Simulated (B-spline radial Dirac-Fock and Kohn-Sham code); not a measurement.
## Elastic and transport cross sections of chlorine for electrons

Level of theory: relativistic (Dirac) partial waves in the static field of the Dirac-Fock atom with Furness-McCarthy exchange, without polarisation or absorption potentials; an atomic code on a B-spline grid. σ_tr1 and σ_tr2 weight the cross section with 1 − P₁ and 1 − P₂ of cos θ; "backward" is the share scattered beyond 90°.

```csv
energy (eV),σ (a₀²),σ_tr1 (a₀²),σ_tr2 (a₀²),σ/σ_tr1,backward (%)
300,10.0,3.13,3.22,3.21,13
375,8.92,2.38,2.66,3.76,11
419,8.40,2.06,2.40,4.07,9.7
442,8.16,1.92,2.29,4.24,9.3
475,7.84,1.75,2.14,4.48,8.7
498,7.64,1.65,2.04,4.64,8.4
500,7.62,1.64,2.04,4.66,8.3
631,6.67,1.20,1.61,5.58,6.7
702,6.27,1.03,1.44,6.07,6.0
736,6.09,0.966,1.37,6.30,5.7
861,?,?,?,?,?
977,5.12,0.646,1.00,7.93,4.2
1000,5.04,0.624,0.976,8.08,4.1
1260,4.35,0.445,0.742,9.78,3.1
1330,4.20,0.410,0.695,10.2,2.9
1450,3.97,0.361,0.624,11.0,2.6
1500,3.88,0.343,0.598,11.3,2.5
2000,3.18,0.221,0.411,14.4,1.7
```

Q: Fill in the row for 861 eV.

A: σ = 5.54 a₀², σ_tr1 = 0.774 a₀², σ_tr2 = 1.16 a₀², σ/σ_tr1 = 7.15, backward 4.8 %. The ratio σ/σ_tr1 is roughly the number of elastic collisions that randomise the direction.

Values without a named source are computed, but for edge energies of neutral atoms, which are taken from tables.
